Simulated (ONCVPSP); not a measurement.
# H: one change to an ONCV potential, before and after

ONCVPSP 4.0.1 input, shortened (lines: element, Z, core and valence counts, functional; n l f; lmax; l rc ep ncon nbas qcut; lloc lpopt rc5 dvloc0; l nproj debl; icmod fcfact rcfact), PBEsol, scalar-relativistic:

```
  H 1.00    0    1  -116133      upf
    1    0    1.00
    1
    0    1.35    0.00    4    7    5.00
    1    1.50    0.40    4    9    5.90
    4    5    1.10    3.00
    0    1    2.40
    1    2    2.80
    0    0.00    0.00
```

Change: all radii scaled by about 1.11 (s 1.50, p 1.66 bohr); local potential polynomial inside 1.22 bohr (lpopt 5, dvloc0 3 Ha).

Cutoffs: the cutoffs (Ha) at which the residual kinetic energy of the hardest occupied pseudo-wave falls to 1 and 0.1 mHa per electron; they do not see the model core or the augmentation charge, which bear on the density cutoff. Errors are all-electron minus pseudo energies relative to the spin-unpolarised reference configuration.

Problem. How do hardness, ghosts and transferability respond?

Solution. The potential gets softer (11 Ha and 45 Ha → 10.0 Ha and 21 Ha); neither file shows a bound ghost. A larger radius leaves more room for a smooth pseudo-wave, so fewer plane waves are needed.

```
                         quantity   base  changed
                    cutoff, loose  11 Ha  10.0 Ha
                    cutoff, tight  45 Ha    21 Ha
                     bound ghosts   none     none
      GHOST(+) flags under 300 eV   none     none
error for 1s0.5, meV [ΔE 4.66 eV]   +3.2     +4.3
```
